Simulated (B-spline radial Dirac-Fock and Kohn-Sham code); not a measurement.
Two-hole binding energies of Cl³⁺

System: Cl³⁺ in the configuration [Ne] 3s2 3p2, inside a Watson sphere of charge -3 and radius 1.6 Å (a model of the Madelung potential; inside it an electron's potential energy is raised by 27.0 eV).

Model: ΔSCF Dirac-Fock with Breit, self-energy and vacuum polarisation, finite nucleus, configuration average. Program: a radial B-spline solver. U is the two-hole binding energy less the two single-hole energies, the effective repulsion of the holes after relaxation. Each two-hole energy is an average over J within one jj subconfiguration.

```csv
holes,E(a) (eV),E(b) (eV),E(ab) (eV),U (eV)
1s⁻²,2855.8,2855.8,5948.3,236.8
1s⁻¹ 2p1/2⁻¹,2855.8,231.7,3151.5,64.1
1s⁻¹ 2p3/2⁻¹,2855.8,230.1,?,?
2s⁻²,302.6,302.6,651.2,45.9
2s⁻¹ 2p1/2⁻¹,302.6,231.7,576.0,41.7
2s⁻¹ 2p3/2⁻¹,302.6,230.1,574.4,41.6
2p1/2⁻²,231.7,231.7,514.3,50.9
2p1/2⁻¹ 2p3/2⁻¹,231.7,230.1,509.2,47.4
2p3/2⁻²,230.1,230.1,508.5,48.2
2p1/2⁻¹ 3s⁻¹,231.7,38.22,290.6,20.7
2p3/2⁻¹ 3s⁻¹,230.1,38.22,289.0,20.7
```

Question: Give the missing two-hole energy and U.

Answer: E(ab) = 3149.5 eV and U = 63.6 eV.

Values without a named source are computed, but for edge energies of neutral atoms, which are taken from tables.
